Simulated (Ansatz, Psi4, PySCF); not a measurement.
C₆H₁₂O₃, singlet, at a GFN2-xTB geometry. Base run: PBE0/STO-3G (PySCF).

Here is a job for PySCF.
```python
from pyscf import gto, scf, dft

mol = gto.M(
    atom='''
C    -2.718314   -0.223419   -0.415586
C    -1.657275    0.779383    0.033115
C    -2.161850    1.625013    1.205125
C    -0.420860    0.033343    0.495770
O    -0.413224   -0.881546    1.274437
O     0.685904    0.548392   -0.060626
C     1.935088   -0.044621    0.299410
C     2.289294   -1.168274   -0.677234
O     2.547354   -0.684451   -1.969151
H    -2.378670   -0.783141   -1.284242
H    -3.638368    0.294636   -0.674017
H    -2.921838   -0.925468    0.389217
H    -1.373780    1.433568   -0.795945
H    -2.386501    0.983290    2.053778
H    -3.065542    2.156963    0.917939
H    -1.410986    2.352104    1.506232
H     1.868348   -0.439676    1.317060
H     2.673658    0.757223    0.242549
H     1.469460   -1.901046   -0.688260
H     3.203125   -1.665362   -0.346791
H     1.804328   -0.130802   -2.238397
''',
    basis='sto-3g',
    charge=0,
    spin=0,
    verbose=4,
)

mf = dft.RKS(mol)
mf.xc = 'pbe0'
mf.kernel()
```

The same geometry, method and basis name were run in Ansatz (an electronic-structure program) and Psi4 and PySCF, at each program's defaults and at the settings that a row names. The base is PySCF at its defaults. Differences at the defaults can come from grids, fitting, cores and function types together.

| code and settings | ΔE vs base (mEh) | basis functions | E (Eh) | SCF cycles | dipole (D) |
|---|---|---|---|---|---|
| PySCF, defaults (exact integrals, its default grid, spherical functions) | 0.000 | 57 | -455.09325 | 10 | 1.24 |
| Psi4, defaults (density fitting with its default set, its default grid, spherical functions) | -2.583 | 57 | -455.09583 | 8 | 1.24 |
| Ansatz, defaults (factorised integrals, its default grid, spherical functions) | 0.007 | 57 | -455.09324 | - | - |
| PySCF, density fitting with def2-universal-jkfit | -2.568 | 57 | -455.09582 | 10 | 1.24 |
| PySCF, fine grid | -0.003 | 57 | -455.09325 | 10 | 1.24 |
| Psi4, exact integrals, spherical functions, fine grid | -0.003 | 57 | -455.09325 | 11 | 1.24 |
| Ansatz, high accuracy | -0.003 | 57 | -455.09325 | - | - |
